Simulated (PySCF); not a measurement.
# LaOF at several levels of theory

Computed with PySCF 2.14.0 (density fitting, no spin-orbit coupling) at the geometry relaxed with PBE0:

```xyz
3
LaOF (singlet)
La    0.0473    0.0000   -0.3898
O     1.5879    0.0000    0.7320
F    -1.7236    0.0000    0.8180
```

```tsv
level	basis	state	HOMO (eV)	gap (eV)	charge on La1 (e)	population of f-type functions on La1 (polarisation alone where 4f lies in the core)	dipole about the centre of mass (D)	largest force component (eV/Å)
PBE0	La lcecp-1-SVP with ECP46, O def2-SVP, F def2-SVP	singlet	-6.59	4.68	0.97	0.12	7.55	0.01
PBE0	La lcecp-1-TZVP with ECP46, O def2-TZVP, F def2-TZVP	singlet	-6.56	4.69	1.29	0.15	7.77	0.32
```

In the lcecp rows the 4f levels are missing from HOMO and gap, and the state counts the valence alone.

Charges are Mulliken's, which hang on the basis. The relaxation used the grid (50, 194), these runs (75, 302) or, all-electron (x2c bases, spin-free X2C Hamiltonian), (99, 590).

A further run in the first row's basis gives HOMO (eV) -9.84, gap (eV) 9.46, charge on La1 (e) 1.35, population of f-type functions on La1 (polarisation alone where 4f lies in the core) 0.12, dipole about the centre of mass (D) 8.94, largest force component (eV/Å) 0.96. Which level was it?
A. HF
B. wB97X

A. The others give HOMO -8.77 eV (wB97X).

In the first row's basis the gap widens with exact exchange: 4.7 eV for PBE0 (a fixed share); 8.6 to 9.5 eV for wB97X, Hartree–Fock (rising or full at long range).
